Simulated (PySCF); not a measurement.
H3O3Ti, doublet, geometry from GFN2-xTB (such geometries of metal compounds can be far from the true shape) (the multiplicity is a formal guess).

Here is a job for PySCF.
```python
from pyscf import gto, scf, dft

mol = gto.M(
    atom='''
Ti   -0.00000000    0.00000000   -0.00000000
O     1.48908689   -0.02114347   -0.87079164
H     2.31453910   -0.49707903   -0.73753591
O    -0.18885001   -0.97643118    1.40961793
H    -0.92135724   -1.10344426    2.02030929
O    -1.30023687    0.99757465   -0.53882628
H    -1.39318186    1.60052328   -1.28277338
''',
    basis='def2-svp',
    spin=1,
    verbose=4,
)

mf = dft.UKS(mol)
mf.xc = 'camb3lyp'
mf = mf.density_fit(auxbasis='def2-universal-jkfit')
mf.kernel()
```

Q: What does this run give for the <S^2>, nuclear repulsion energy, dipole moment?

A: 
```json
{
 "<S^2>": "0.752",
 "nuclear_repulsion_energy": "230.6733 Eh",
 "dipole_moment": "0.00 D"
}
```

These values belong to the state on which the SCF converged, which isn't shown to be the lowest.
